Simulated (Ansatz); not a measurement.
Geometry optimisation, DFT PBEsol, scalar-relativistic, plane waves, PAW (Ansatz).

The input (input.yaml):

```yaml
crystal:
  lattice:
    - [-2.29, -3.966396, 0.0]
    - [3.435, -1.983198, 0.0]
    - [0.0, 0.0, 7.17686]
  atoms:
    - { symbol: Be, position: [0.75, 0.5, 0.0] }
    - { symbol: Be, position: [0.5, 0.3333333, 0.25] }
    - { symbol: Be, position: [0.75, 0.5, 0.5] }
    - { symbol: Be, position: [0.5, 0.3333333, 0.75] }
    - { symbol: Be, position: [0.5, 0.0, 0.0] }
    - { symbol: Be, position: [0.25, 0.8333333, 0.25] }
    - { symbol: Be, position: [0.5, 0.0, 0.5] }
    - { symbol: Be, position: [0.25, 0.8333333, 0.75] }
    - { symbol: Be, position: [0.25, 0.5, 0.0] }
    - { symbol: Be, position: [0.0, 0.3333333, 0.25] }
    - { symbol: Be, position: [0.25, 0.5, 0.5] }
    - { symbol: Be, position: [0.0, 0.3333333, 0.75] }
    - { symbol: Be, position: [0.0, 0.0, 0.0] }
    - { symbol: Be, position: [0.75, 0.8333333, 0.25] }
    - { symbol: Be, position: [0.0, 0.0, 0.5] }
    - { symbol: Be, position: [0.75, 0.8333333, 0.75] }
    - { symbol: Li, position: [-0.0164307, 0.6777189, 0.3677177] }
basis:
  ecutwfc: 420.0
kpoints:
  mp_grid: { grid: [5, 6, 4] }
hamiltonian:
  xc: pbesol
scf:
  occupations: { method: gaussian, width: 0.1 }
  lower_state_search: "off"
relax:
  f_tol: 0.03
  max_steps: 60
  adjacent_minimum: "off"
```

Command:

```bash
$ ansatz run input.yaml --threads 2 --pin off --max-ram 5120MiB --backend cpu --events-out ev --progress --plain --runs-dir out
```

Question: Where does it end, and by what steps?

Answer: It converged. Limits of this set-up: coarse k mesh. After 11 steps the energy has fallen by 4.669 eV; Be14 moved furthest, 1.13 Å.

| step | energy less start (eV) | largest force component (eV/Å) | accepted |
| --- | --- | --- | --- |
| 0 | 0.0000 | 4.488 | yes |
| 1 | -1.9894 | 2.920 | yes |
| 2 | -3.6333 | 0.631 | yes |
| 3 | -3.7987 | 0.577 | yes |
| 4 | -3.9718 | 0.304 | yes |
| 5 | -4.1122 | 0.359 | yes |
| 6 | -4.2682 | 0.561 | yes |
| 7 | -4.3888 | 0.629 | yes |
| 8 | -4.5724 | 0.263 | yes |
| 9 | -4.6553 | 0.090 | yes |
| 10 | -4.6672 | 0.036 | yes |
| 11 | -4.6688 | 0.008 | yes |

```xyz
17
Lattice="-2.2900 -3.9664 0.0000 3.4350 -1.9832 0.0000 0.0000 0.0000 7.1769" Properties=species:S:1:pos:R:3
Be -0.244 -3.852 0.023
Be 0.609 -2.872 1.847
Be -0.246 -3.852 3.664
Be -0.144 -2.595 5.432
Be -1.400 -1.910 0.024
Be 2.409 -2.883 1.842
Be -1.400 -1.910 3.661
Be 2.171 -2.628 5.432
Be 1.113 -1.925 0.015
Be 0.828 -0.868 1.845
Be 1.115 -1.924 3.676
Be 1.000 -0.633 5.433
Be -0.084 0.000 0.020
Be 2.234 -4.938 1.841
Be -0.084 -0.001 3.668
Be 0.955 -4.607 5.432
Li 2.691 -0.899 1.845
```

Whether the end is a true minimum wasn't checked by a vibrational analysis.

Time of the run: 88 s on 2 CPU threads of a shared host.
